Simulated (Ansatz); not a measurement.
Task: Predict a relaxed structure of K₁₀, charge 0, singlet, at PBE/def2-SVP (Ansatz).

Result: 
```xyz
10

K    -1.701    1.594    3.020
K     1.367    1.910   -0.229
K     0.954    5.333    2.573
K     3.994    5.471   -0.640
K    -1.386   -1.896    0.222
K     4.428    2.088   -3.447
K    -3.959   -5.492    0.657
K    -1.018   -5.288   -2.639
K     1.657   -1.570   -3.045
K    -4.336   -2.150    3.528
```
 This is one stationary point.

The restricted singlet is unstable towards broken spin symmetry in Hartree–Fock (as tested in another run); at PBE/def2-SVP this wasn't settled. The structure comes from a short search, and lower isomers may exist.
